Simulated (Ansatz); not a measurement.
`[TeH][Al]1[CH2][O]1` + `BN` → `N[BH][Al]1[CH2][O]1` + H₂Te at 700 K and 1 bar (formal exchange of groups at the Al–Te bond).

Isolated molecules relaxed with PBE0-D4/def2-TZVP in Ansatz; ΔE leaves out vibrations. CBS: MP2 limit from def2 TZ/QZ plus the TZ coupled-cluster correction, frozen cores. This one scheme is used for every species. Elements past krypton have def2 core potentials. For Te outer-core shells are correlated without core-valence functions, which leaves a few kJ/mol of doubt a bond. One conformer a species, not always the lowest.

```
              species  CCSD(T)/CBS energy (Eh)  H − E (kJ/mol)  S (J/(mol·K))
`[TeH][Al]1[CH2][O]1`               -624.77523           157.5          425.6
                 `BN`                -81.93499           163.7          282.2
`N[BH][Al]1[CH2][O]1`               -437.74917           259.1          461.7
                 H₂Te               -268.91024            57.2          261.6
```

H − E and S are ideal-gas, rigid-rotor, harmonic terms from PBE0-D4/def2-TZVP, for one conformer and one mirror image of each species. 1 Eh = 2625.50 kJ/mol, R = 8.31446 J/(mol·K).

**Question.** By hand: ΔE, ΔH, ΔS and ΔG.

**Answer.** ΔE = (-437.74917) + (-268.91024) − (-624.77523) − (-81.93499) = 0.05081 Eh = 133.4 kJ/mol. Δ(H − E) = 259.1 + 57.2 − 157.5 − 163.7 = -4.9, so ΔH = 128.5 kJ/mol. ΔS = 461.7 + 261.6 − 425.6 − 282.2 = 15.5 J/(mol·K). ΔG = 128.5 − 700 × (15.5)/1000 = 117.7 kJ/mol.

**Question.** By hand: the equilibrium constant, and the temperature at which ΔG would vanish if ΔH and ΔS stayed fixed.

**Answer.** log₁₀ K = −ΔG/(RT ln 10) = -8.8. ΔG = 0 at ΔH/ΔS = 8290 K, far beyond where these terms or the molecules hold.

ΔH outweighs TΔS. A doubt of 5 kJ/mol in ΔE shifts log₁₀ K by 0.4 here. Other conformers and mirror images would add mixing entropy, several J/(mol·K) or more a flexible species. Modes under 60 cm⁻¹, often nearly free rotors, make the harmonic entropy too high. These are equilibria of isolated gas molecules and say nothing of rates. Largest T1 diagnostic: 0.017 (customary marks: 0.02 for closed shells, 0.045 for open ones).
